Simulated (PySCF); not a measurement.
A PySCF script (with the pyscf-properties extension) for the NMR shieldings of SMILES SC[C@H](C[SiH2]C)C, C$_{5}$H$_{14}$SSi, on a GFN2-xTB geometry:

```python
import basis_set_exchange as bse
import numpy as np
from pyscf import gto, dft
from pyscf.prop import nmr

atoms = """
C    -2.536266    0.773076   -0.607861
Si   -2.012788   -0.712313    0.452641
C    -0.270518   -0.408239    1.172872
C     0.776585    0.083871    0.172413
C     1.027591   -0.940108   -0.927997
C     2.074075    0.389680    0.918234
S     3.347410    1.177512   -0.129016
H    -2.452434    1.706169   -0.056844
H    -1.927283    0.863559   -1.503144
H    -3.569369    0.673720   -0.926101
H    -2.936494   -0.865705    1.584685
H    -2.038895   -1.939176   -0.353435
H     0.094405   -1.325607    1.638815
H    -0.355755    0.326858    1.977225
H     0.418836    1.015012   -0.283592
H     1.295269   -1.901317   -0.493773
H     0.139744   -1.073299   -1.539985
H     1.843928   -0.614245   -1.569507
H     2.538885   -0.528878    1.277057
H     1.898960    1.050930    1.768036
H     2.635191    2.265440   -0.416491
"""
names = dict.fromkeys(["C", "Si", "S", "H"], "pcSseg-1")
basis = {el: gto.basis.parse(bse.get_basis(n, elements=[el], fmt="nwchem")) for el, n in names.items()}
mol = gto.M(atom=atoms, basis=basis, charge=0, verbose=0)
mf = dft.RKS(mol, xc="PBE0")
mf.grids.level = 2
mf.grids.alignment = dft.numint.BLKSIZE   # the property module wants whole blocks of grid points
mf.conv_tol = 1e-9
mf.kernel()

calc = nmr.RKS(mf)   # GIAO
C = mf.mo_coeff
Co = C[:, mf.mo_occ > 0]
resp = mf.gen_response(singlet=True, hermi=2)
def vind(x):   # induced exchange potential for any number of trial vectors
    d = np.einsum("pi,xij,qj->xpq", C, 2 * x.reshape(-1, C.shape[1], Co.shape[1]), Co, optimize=True)
    return np.einsum("xpq,pi,qj->xij", resp(d - d.transpose(0, 2, 1)), C, Co, optimize=True).ravel()
mo1, _ = nmr.rhf.solve_mo1(calc, with_cphf=vind)
sigma = calc.kernel(mo1)
for i, s in enumerate(sigma):   # ppm
    w = np.linalg.eigvalsh((s + s.T) / 2)
    print("%2d %-2s iso %8.1f  s11 %8.1f  s22 %8.1f  s33 %8.1f" % (i, mol.atom_pure_symbol(i), w.mean(), *w))
```

Q: What does it print?

A: 
```
 0 C  iso    196.3  s11    190.3  s22    197.1  s33    201.4
 1 Si iso    395.7  s11    358.1  s22    395.3  s33    433.7
 2 C  iso    164.5  s11    152.8  s22    154.3  s33    186.3
 3 C  iso    147.8  s11    131.4  s22    148.1  s33    163.7
 4 C  iso    166.9  s11    150.8  s22    164.5  s33    185.2
 5 C  iso    144.1  s11    118.0  s22    143.0  s33    171.2
 6 S  iso    592.6  s11    438.3  s22    510.4  s33    829.0
 7 H  iso     31.8  s11     27.0  s22     29.7  s33     38.6
 8 H  iso     31.5  s11     26.2  s22     30.9  s33     37.3
 9 H  iso     31.6  s11     26.7  s22     27.8  s33     40.3
10 H  iso     27.6  s11     23.7  s22     25.5  s33     33.5
11 H  iso     27.4  s11     23.9  s22     26.1  s33     32.3
12 H  iso     31.3  s11     27.0  s22     30.5  s33     36.5
13 H  iso     30.9  s11     25.8  s22     30.3  s33     36.7
14 H  iso     30.8  s11     25.5  s22     32.1  s33     34.7
15 H  iso     31.6  s11     28.2  s22     28.8  s33     37.6
16 H  iso     30.6  s11     25.5  s22     30.2  s33     36.2
17 H  iso     29.2  s11     23.3  s22     29.8  s33     34.6
18 H  iso     30.1  s11     25.0  s22     30.2  s33     35.1
19 H  iso     28.8  s11     21.5  s22     30.7  s33     34.2
20 H  iso     30.5  s11     23.1  s22     29.0  s33     39.4
```

These numbers come from an equivalent density-fitted implementation of the same equations, which agrees with the script to about 0.01 ppm for H and up to a few tenths of a ppm for heavy atoms, so last digits may differ.

Q: Turn these shieldings into chemical shifts. Scale: 13C (186.93 ppm) and 29Si (349.16 ppm) and 1H (31.72 ppm) against TMS; 33S (503.73 ppm) vs CS2 (reference shieldings calculated alike).

A: Averaging equivalent atoms: C 5: 42.9; C 3: 39.2; C 2: 22.5; C 4: 20.1; C 0: -9.3; Si 1: -46.5; S 6: -89; H 11: 4.29; H 10: 4.15; H 19: 2.90; H 18: 1.62; H 15/16/17: 1.23; H 20: 1.23; H 14: 0.96; H 13: 0.78; H 12: 0.37; H 7/8/9: 0.11 ppm. 

Size and cost of the density-fitted run: 203 basis functions, 81 s wall time on 1 thread of an Arm Neoverse N1, shared host; peak memory 0.93 GiB.
